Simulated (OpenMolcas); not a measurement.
## 5d⁵ along the 73-electron sequence

```json
{
  "Program": "OpenMolcas",
  "Method": "MS-RASPT2, IPEA 0.25 Eh, imaginary shift 0.1 Eh",
  "Basis": "ANO-R2",
  "Scalar Hamiltonian": "X2C, finite nucleus",
  "Spin-orbit coupling": "RASSI with atomic mean-field integrals over the reference wave functions, term energies averaged over their components"
}
```

Active space for each ion: 11 electrons in 8 orbitals (RAS1 5p, at most 2 holes; RAS2 5d); closed shells correlated by CASPT2: 5s.

Computed levels in cm-1 above ⁶S_5/2:

```json
{"Level": "⁴G_7/2", "Os3+": "21640", "Ir4+": "23940", "Pt5+": "25960", "Au6+": "27920"}
{"Level": "⁴G_11/2", "Os3+": "22720", "Ir4+": "25280", "Pt5+": "27610", "Au6+": "29890"}
{"Level": "⁴G_9/2", "Os3+": "23450", "Ir4+": "26290", "Pt5+": "28940", "Au6+": "31570"}
{"Level": "⁴P_1/2", "Os3+": "25040", "Ir4+": "28170", "Pt5+": "31010", "Au6+": "33820"}
{"Level": "⁴D_7/2", "Os3+": "27640", "Ir4+": "31410", "Pt5+": "35010", "Au6+": "38600"}
{"Level": "⁴D_1/2", "Os3+": "31230", "Ir4+": "35890", "Pt5+": "40470", "Au6+": "45170"}
{"Level": "²I_11/2", "Os3+": "32980", "Ir4+": "37020", "Pt5+": "40930", "Au6+": "45030"}
{"Level": "²I_13/2", "Os3+": "35950", "Ir4+": "40640", "Pt5+": "45220", "Au6+": "49960"}
{"Level": "²H_9/2", "Os3+": "41660", "Ir4+": "47110", "Pt5+": "52300", "Au6+": "57600"}
{"Level": "weight of ⁶S in the lowest level (%)", "Os3+": "88", "Ir4+": "85", "Pt5+": "81", "Au6+": "77"}
```

Mixed levels, with the weight of the term that names them: Os3+ ⁴G_7/2 (68 %), Os3+ ⁴P_1/2 (60 %), Os3+ ⁴D_7/2 (70 %), Os3+ ⁴D_1/2 (64 %), Os3+ ²H_9/2 (52 %), Ir4+ ⁴G_7/2 (64 %), Ir4+ ⁴P_1/2 (60 %), Ir4+ ⁴D_7/2 (66 %), Ir4+ ⁴D_1/2 (65 %), Ir4+ ²I_11/2 (73 %), Ir4+ ²H_9/2 (52 %), Pt5+ ⁴G_7/2 (60 %), Pt5+ ⁴G_11/2 (75 %), Pt5+ ⁴P_1/2 (59 %), Pt5+ ⁴D_7/2 (60 %), Pt5+ ⁴D_1/2 (66 %), Pt5+ ²I_11/2 (71 %), Pt5+ ²H_9/2 (52 %), Au6+ ⁴G_7/2 (57 %), Au6+ ⁴G_11/2 (71 %), Au6+ ⁴P_1/2 (59 %), Au6+ ⁴D_7/2 (53 %), Au6+ ⁴D_1/2 (67 %), Au6+ ²I_11/2 (68 %), Au6+ ²H_9/2 (52 %).

⁴G_7/2 changes by a factor of 1.29 over the same range, with steps per unit of Z of +2300, +2020, +1960 cm-1.

CASPT2 does not keep the components of a term degenerate, so their means are used; among the terms shown or strongly mixed into the levels shown the widest spread is 820 cm-1 (5d⁵ ²I, Os3+). Active for correlation alone: 5p; no level in the range computed is led by a configuration that opens it, so any true level of that kind is missing. Blocks of more than 70 roots (2S+1 = 2 even) ran without multistate coupling (holds for Ir4+; Pt5+; Au6+). Only configurations of the active space appear.
